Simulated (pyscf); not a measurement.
# HO–B(Cl)–Cl, singlet

Gas-phase minimum from PySCF at ωB97X-D3(BJ)/def2-SVP, one conformer. 

```
B
O 1 1.3424
H 2 0.9651 1 113.26
Cl 1 1.7514 2 119.02 3 179.99
Cl 1 1.7671 2 121.25 3 -0.04
```

Properties at ωB97X-D3(BJ)/def2-SVP:

| Quantity | Value |
|---|---|
| Harmonic wavenumbers, unscaled | 270, 362, 502, 576, 590, 886, 1142, 1414, 3900 cm⁻¹ |
| Zero-point energy | 13.8 kcal/mol |
| Rotational symmetry number | 1 |
| Entropy of this conformer at 298 K and 1 atm, rigid rotor and harmonic oscillator, modes under 100 cm⁻¹ raised to 100 | 295.2 J/(mol K) |
| Dipole moment | 2.00 D |

Single-point totals, which compare only within one level (frozen core for MP2 and CC):

| level | total energy (hartree) |
|---|---|
| ωB97X-D3(BJ)/def2-TZVP | -1021.32578 |
| PBE/def2-TZVP | -1020.79260 |
| r²SCAN/def2-TZVP | -1021.17504 |
| B3LYP-D3(BJ)/def2-TZVP | -1021.32565 |
| PBE0-D3(BJ)/def2-TZVP | -1020.87411 |
| M06-2X/def2-TZVP | -1021.22204 |
| ωB97M-D3(BJ)/def2-TZVP | -1021.41636 |
| HF/def2-TZVPP | -1019.34260 |
| MP2/def2-TZVPP | -1020.05379 |
| CCSD/def2-TZVPP | -1020.08698 |
| CCSD(T)/def2-TZVPP | -1020.11824 |

The CCSD(T) − MP2 part came from Ansatz, without density fitting, on the same reference.
